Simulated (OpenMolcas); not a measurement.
An OpenMolcas run meant for Ni4+ (ANO-R2, X2C; inactive shells 1s 2s 2p 3s 3p; intended active space 6 electrons in 5 orbitals (3d)). One step of its input:

```
&CASPT2
Multistate=5 1 2 3 4 5
Frozen=2 3
IPEA=2.0
Imaginary=0.1
MaxIter=60
WThr=0.0 0.3 0.05
PrWF=0.5
NoMix
```

The run finished. Its levels beside those of a sound run (SS-CASPT2, IPEA 0.25 Eh, imaginary shift 0.1 Eh (closed shells correlated: 3s 3p)), in cm-1 above each run's lowest level:

```json
{"Level": "3d6 5D4", "This run": "0.0", "Usual run": "0.0"}
{"Level": "3d6 5D3", "This run": "861", "Usual run": "865"}
{"Level": "3d6 5D2", "This run": "1448", "Usual run": "1449"}
{"Level": "3d6 5D1", "This run": "1817", "Usual run": "1814"}
{"Level": "3d6 5D0", "This run": "1995", "Usual run": "1990"}
{"Level": "3d6 3P2", "This run": "29334", "Usual run": "26556"}
{"Level": "3d6 3H6", "This run": "29222", "Usual run": "27811"}
{"Level": "3d6 3H5", "This run": "29617", "Usual run": "28195"}
{"Level": "3d6 3H4", "This run": "29882", "Usual run": "28433"}
{"Level": "3d6 3P1", "This run": "31770", "Usual run": "28996"}
{"Level": "3d6 3F4", "This run": "32079", "Usual run": "29666"}
{"Level": "3d6 3F3", "This run": "32546", "Usual run": "30069"}
{"Level": "3d6 3P0", "This run": "32991", "Usual run": "30220"}
{"Level": "3d6 3F2", "This run": "32991", "Usual run": "30476"}
```

Which setting is unsound, and how much does it matter here?

The IPEA shift is far above its usual 0.25 hartree. Against the sound run the excited levels shown move by 1500 cm-1 on average and by 2800 cm-1 at most.

CASPT2 does not keep the components of a term degenerate, so their means are used; among the terms shown or strongly mixed into the levels shown the widest spread is 220 cm-1 (3d6 3H, this run). Some high roots are left out of the spin-orbit mixing, which shifts the levels that they would mix with. Some levels mix across a computed gap that differs much from the measured one, so their mixing is not that of the real levels (holds for this run). Only configurations of the active space appear.
